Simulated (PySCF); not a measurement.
CH3FO3Si.

```xyz
9

O      1.1597     1.6569     0.3505
C      1.5128     0.5909     0.7806
O      0.8111    -0.5339     0.7069
Si    -0.7086    -0.6473    -0.0597
O     -1.4689     0.7901    -0.0122
F     -0.3710    -1.1160    -1.5631
H      2.4795     0.4283     1.2984
H     -1.4680    -1.7065     0.6133
H     -0.8439     1.5336    -0.0531
```
Charge 0, spin multiplicity 1.

The structure is a stationary point at PBE0-D3(BJ)/def2-SVP. The structure was generated by enumeration; whether it is a known compound was not checked. Other conformers were not sampled.

Calculation: PBE/pcSseg-1 in PySCF. Non-relativistic, no solvent.

### Question
Give the absolute GIAO shielding of each atom: isotropic value and principal components (ppm). (An estimate is asked for; the answer gives what the named calculation found.)

### Answer

| atom | σ(iso) | σ11 | σ22 | σ33 | span |
|---|---|---|---|---|---|
| O1 | -117.5 | -351.0 | -230.4 | 228.9 | 579.9 |
| C2 | 16.5 | -79.4 | 60.8 | 68.0 | 147.4 |
| O3 | 73.6 | -80.6 | 139.2 | 162.2 | 242.8 |
| Si4 | 382.3 | 341.3 | 377.3 | 428.2 | 86.9 |
| O5 | 244.8 | 209.7 | 233.8 | 290.9 | 81.2 |
| F6 | 280.8 | 218.0 | 262.5 | 362.0 | 144.1 |
| H7 | 23.3 | 18.9 | 23.0 | 27.9 | 9.0 |
| H8 | 26.5 | 23.2 | 23.4 | 33.0 | 9.9 |
| H9 | 26.5 | 17.2 | 23.4 | 38.8 | 21.6 |
